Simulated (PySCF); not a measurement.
Compound: C6H6NS (doublet state).
Structure used (GFN2-xTB), in Å, numbered top down from 1:
```xyz
14
C6H6NS angstrom
C      2.8600    0.4042    0.4154
C      1.5422    0.1961    0.2065
C      0.9247   -0.7916   -0.6103
C     -0.4424   -0.7341   -0.6059
C     -0.9738    0.2824    0.1975
C     -2.3498    0.6128    0.4198
N     -3.3802    0.0553   -0.0698
S      0.2926    1.1889    0.9681
H      3.2112    1.1879    1.0606
H      3.5944   -0.2180   -0.0642
H      1.5092   -1.5023   -1.1661
H     -1.0691   -1.4057   -1.1679
H     -2.5328    1.4463    1.0928
H     -3.1870   -0.7227   -0.6987
```

The hyperfine couplings belong to this conformer and change with its torsions.

The species is `[H]/N=C\c1ccc([CH2])s1` [radical].

Computed with PySCF, UKS B3LYP, pcH-1 on C H N S, non-relativistic, mean-field spin-orbit, GIAO. Isolated species at its GFN2-xTB geometry (one conformer only). A GFN2-xTB geometry isn't a minimum of the functional, and hyperfine couplings can be far from their values at a DFT geometry. The SCF solution wasn't tested for stability. ⟨S²⟩ is 0.789 where a pure state has 0.75.

Principal values of hyperfine tensors in MHz (contact, dipolar and spin–orbit terms together), for some of the nuclei:

```csv
atom,isotope,A1,A2,A3
C2,13C,-61.15,-28.48,-23.83
C5,13C,5.74,6.75,97.89
H9,1H,-53.38,-34.48,-13.80
H10,1H,-52.51,-34.33,-13.65
C3,13C,5.20,5.50,77.03
C4,13C,-47.91,-18.05,-16.14
C6,13C,-35.42,-17.27,-13.38
H11,1H,-30.00,-21.33,-8.68
```

Problem. Split each tensor into its isotropic and traceless parts, and turn a_iso into mT with g = 2.0037.

Solution. a_iso = (A1 + A2 + A3)/3, Ti = Ai − a_iso; 1 mT corresponds to 28.045 MHz. The tensors hold a spin–orbit part: the run splits a_iso into a_FC + a_SO, and T includes its anisotropic share.

| atom | a_iso (MHz) | a_FC | a_SO | a_iso (mT) | T1 | T2 | T3 |
| --- | --- | --- | --- | --- | --- | --- | --- |
| C2 | -37.82 | -37.79 | -0.03 | -1.349 | -23.33 | 9.34 | 13.99 |
| C5 | 36.79 | 36.62 | 0.17 | 1.312 | -31.05 | -30.04 | 61.09 |
| H9 | -33.89 | -33.89 | 0.00 | -1.208 | -19.49 | -0.59 | 20.09 |
| H10 | -33.50 | -33.50 | 0.00 | -1.194 | -19.02 | -0.83 | 19.84 |
| C3 | 29.24 | 29.27 | -0.03 | 1.043 | -24.04 | -23.75 | 47.79 |
| C4 | -27.36 | -27.38 | 0.02 | -0.976 | -20.54 | 9.32 | 11.23 |
| C6 | -22.02 | -22.04 | 0.02 | -0.785 | -13.40 | 4.75 | 8.64 |
| H11 | -20.01 | -20.01 | 0.00 | -0.713 | -10.00 | -1.32 | 11.32 |

Problem. What spin density at the nucleus of C5 lies behind its contact coupling (g_N = 1.40482)?

Solution. a_FC = 800.24 MHz bohr³ × g_N × ρ(0)/(2S). With a_FC = 36.62 MHz and 2S = 1, ρ(0) = 0.03258 bohr⁻³.

Problem. C1 (13C, g_N = 1.40482) isn't in the table. Its spin density at the nucleus is 0.0389 bohr⁻³. What is its contact coupling?

Solution. By the same relation, a_FC = 43.7 MHz. The spin–orbit term adds -0.09 MHz. Its full tensor has the principal values 1.27, 2.27, 127.39 MHz.

Problem. Name the largest traceless tensor T of the table and describe it.

Solution. C5: -31.0, -30.0, 61.1 MHz (the dipolar term alone has -31.3, -30.0, 61.3), axial, in the ratio −1:−1:+2, the form that spin in one p orbital centred on that nucleus gives.

Problem. What first-order splitting does C5 cause when the field lies along A1, A2 or A3 of its tensor (g taken as isotropic, no quadrupole term)?

Solution. 2 lines (I = 1/2), spaced by |A_i|/(g × 13.996): 0.20, 0.24, 3.49 mT along the axes of A1, A2 and A3.
